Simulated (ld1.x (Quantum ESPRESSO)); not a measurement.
# Before and after: ultrasoft potential for germanium

germanium (Ge), ultrasoft, made with ld1.x (Quantum ESPRESSO) 7.5 (LDA (PZ), scalar-relativistic). Core [Ar] 3d10, reference 4s2 4p2. Waves: 4s (bound): rcut 1.40, rcutus 1.80 bohr; 4s channel at 0.1 Ry: rcut 1.40, rcutus 1.80 bohr; 4p (bound): rcut 1.65, rcutus 2.00 bohr; 4p channel at 1.45 Ry: rcut 1.65, rcutus 2.00 bohr; 4d channel at -0.1 Ry: rcut 1.45, rcutus 1.95 bohr; 4d channel at 1.75 Ry: rcut 1.45, rcutus 1.95 bohr. Local part: all-electron potential smoothed inside 1.85 bohr (lloc = -1). Core correction: Bessel-smoothed model core, default radius (core density twice the valence density). Augmentation charge: built from norm-conserving waves at rcut, not smoothed further.

Change: all radii but the core radius scaled by about 1.22 (s 2.20, p 2.44, d 2.38 bohr, rcut 1.72/2.02/1.78); local potential all-electron potential smoothed inside 2.26 bohr (lloc = -1).

Cutoffs: the cutoffs (Ry, on a coarse ladder) from which the occupation-weighted sum of valence levels, in a spherical-Bessel basis at the reference potential, stays within 10 and 1 mRy of its value at 400 Ry; they do not see the model core or the augmentation charge, which bear on the density cutoff. Errors are all-electron minus pseudo energies relative to the spin-unpolarised reference configuration.

Predict the effect on cutoff, ghosts and configuration errors.

The potential gets softer (8 Ry and 15 Ry → 8 Ry and 12 Ry); the bound ghost in d disappears; of the 9 tests that both files solve, the error grows in 0 and shrinks in 1 by more than 15 % and 0.3 meV (median size 7.4 → 7.2 meV). A larger radius leaves more room for a smooth pseudo-wave, so fewer plane waves are needed.

| quantity | base | changed |
| --- | --- | --- |
| cutoff, loose | 8 Ry | 8 Ry |
| cutoff, tight | 15 Ry | 12 Ry |
| bound ghosts | d | none |
| error for 4s2 4p1, meV [ΔE 7.64 eV] | -6.3 | -6.3 |
| error for 4s2 4p0, meV [ΔE 23.35 eV] | -48 | -47 |
| error for 4s1 4p0, meV [ΔE 58.57 eV] | -274 | -266 |
| error for 4s2 4p1.5, meV [ΔE 2.89 eV] | -1.2 | -1.2 |
| error for 4s2 4p2.3, meV [ΔE -0.93 eV] | 0.0 | 0.0 |
| error for 4s0 4p4, meV [ΔE 16.36 eV] | -46 | -42 |
| error for 4s1 4p2, meV [ΔE 16.41 eV] | -31 | -29 |
| error for 4s2 4p2 (spin-polarised), meV [ΔE -0.56 eV] | -2.2 | -1.5 |
| error for 4s2 4p1 (spin-polarised), meV [ΔE 7.45 eV] | -7.4 | -7.2 |
| lowest overlap eigenvalue by channel | s 0.35, p 0.55, d 1.00 | s 0.38, p 0.67, d 0.95 |

 A true bound ghost makes a file unfit for plane-wave use even where its test errors are small: the radial tests pick states by their node count and pass the ghost by.
